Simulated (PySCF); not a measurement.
## How good is the calculation?

Atoms are numbered as in `[N:1]#[C:2][c:3]1[cH:4][cH:5][cH:6][s:7]1`; H(Xn) means a hydrogen on atom n.

Published estimates (parent shift plus substituent increments) and measurements: δ $^{1}$H H(C6) 7.48; H(C4) 7.43; H(C5) 6.96 ppm (estimated from measurements, as parent shift plus tabulated substituent increment; solution, not stated per compound (mostly CDCl3 or CCl4); Pretsch, Buehlmann, Badertscher, Structure Determination of Organic Compounds, 4th ed. (2009)).

Non-relativistic Hamiltonian, isolated molecule, one computed conformer. PBE0-D3(BJ)/def2-TZVP geometry; shieldings: GIAO B97-2/pcSseg-2; PySCF 2.14.0 with density-fitted response routines.

**Question.** Set the calculated values beside the experiment.

**Answer.** 
Reference values: estimated from measurements, as parent shift plus tabulated substituent increment (solution, not stated per compound (mostly CDCl3 or CCl4); Pretsch, Buehlmann, Badertscher, Structure Determination of Organic Compounds, 4th ed. (2009)).
```csv
atoms,quantity,reference,computed,"computed, scaled"
H(C6),δ $^{1}$H,7.48,7.57,7.25
H(C4),δ $^{1}$H,7.43,7.78,7.44
H(C5),δ $^{1}$H,6.96,7.30,6.99
```

Computed shifts are σ(ref) − σ with the named reference compound (TMS for H and C) calculated as an isolated molecule at the same level. The measured values may be among those fitted. Empirical linear scaling, fitted to shifts measured mostly in CDCl3 for H and C (δ vs TMS): $^{1}$H (scatter 0.14 ppm rms, 0.16 ppm with the 4 outliers that the fit left out). A few per cent of atoms miss by over 2 rms, more outside the fitted compound classes.

**Question.** How far are the unscaled $^{1}$H shifts from the references?

**Answer.** Mean signed difference +0.26 ppm, mean absolute 0.26 ppm over 3 comparisons; the largest is +0.35 ppm at H(C4) (hydrogen on an aromatic CH).
